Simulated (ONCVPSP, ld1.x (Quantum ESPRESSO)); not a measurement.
## Potentials for C compared

Generated with ld1.x 7.5 (TM, RRKJ, ultrasoft, PAW), atompaw 4.2 or ONCVPSP 4.0.1. The cutoff is in Ry: for ld1.x and atompaw files where the sum of valence levels is converged to 10 mRy in a Bessel basis, for ONCV files where the hardest occupied wave has 1 mHa per electron of residual kinetic energy. The error is the largest all-electron minus pseudo excitation energy over each file’s own four to seven test configurations (ionisations up to +4, promotions, holes and added fractions of an electron), all of which were solved. The labels leave out finer settings (local radius, basis sizes, second energies), which also bear on the numbers. Spin-polarised tests are not counted. The rows are a selection from randomly drawn settings: files with unsolved tests, undetermined cutoffs or missed reference levels are left out.

A true bound ghost makes a file unfit for plane-wave use even where its test errors are small: the radial tests pick states by their node count and pass the ghost by.

| potential | cutoff (Ry) | largest error (meV) | bound ghosts |
| --- | --- | --- | --- |
| ONCV, BLYP, scalar-relativistic, rc 0.85/1.90/1.90 (spd), local s, core correction no, reference 2s2 2p2, qcut 7/6.7/5.9, projectors 0/2/2 | 39 | +645 | none |
| RRKJ, PBE, non-relativistic, rc 0.85/2.20/1.95 (spd), local d, core correction yes, reference 2s2 2p0 | 160 | +949 | none |
| ONCV, LDA (Perdew-Wang 92), scalar-relativistic, rc 0.85/2.35 (sp), local s, core correction no, reference 2s2 2p2, qcut 6.4/6.4, projectors 0/1 | 373 | +1026 | none |
| ONCV, PBE, scalar-relativistic, rc 1.05/2.60/2.60 (spd), local smoothed, core correction yes, reference 2s2 2p2, qcut 7/5.4/3.6, projectors 3/2/2 | 40 | +1505 | s |
| TM, PBE, scalar-relativistic, rc 0.80/2.20 (sp), local smoothed, core correction yes, reference 2s2 2p2 | 100 | +769 | none |
| ultrasoft, PBE, scalar-relativistic, rc 1.15/1.75 (sp), local smoothed, core correction yes, reference 2s1.5 2p2.5 | 21 | +225 | none |
| ONCV, Wu-Cohen, scalar-relativistic, rc 1.05/2.95 (sp), local s, core correction yes, reference 2s2 2p2, qcut 7.1/4.1, projectors 0/2 | 39 | +3048 | none |
| ONCV, PBEsol, non-relativistic, rc 1.25/2.75 (sp), local smoothed, core correction no, reference 2s2 2p1, qcut 5.3/5.3, projectors 2/2 | 57 | +909 | none |

(1) Fill in the row for C: ONCV, PBE, scalar-relativistic, rc 1.10/2.45 (sp), local smoothed, core correction yes, reference 2s2 2p1, qcut 5.7/6.7, projectors 2/1.

Results:

(1) cutoff 61 Ry, largest error +593 meV, bound ghosts: none.
